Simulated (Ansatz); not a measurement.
`N=[CH][GeH2][SH]` + CH₄ → `[CH3][GeH2][CH]=N` + H₂S  (formal exchange of groups at a Ge–S bond)

Computed with Ansatz on PBE0-D4/def2-TZVP structures; ΔE is electronic, products minus reactants. CBS: MP2 limit from def2 TZ/QZ plus the TZ coupled-cluster correction, frozen cores. This one scheme is used for every species. Functionals use def2-TZVPP. For Ge outer-core shells are correlated without core-valence functions, which leaves a few kJ/mol of doubt a bond. Scalar relativity is left out up to krypton. One conformer a species, not always the lowest.

```
  level  ΔE (kcal/mol)
ωB97M-V           15.4
    PBE           16.0
```

What does CCSD(T)/CBS give? (Best estimate.)

The calculation gave: +14.9 kcal/mol. The listed levels differ from it by 0.5, 1.1 kcal/mol.

Largest T1 diagnostic among the species: 0.012.

In def2-TZVPP, CCSD(T) changes the Hartree–Fock value by −2.8 kcal/mol (the triples alone add +0.0 kcal/mol) and MP2 by −1.9 kcal/mol.
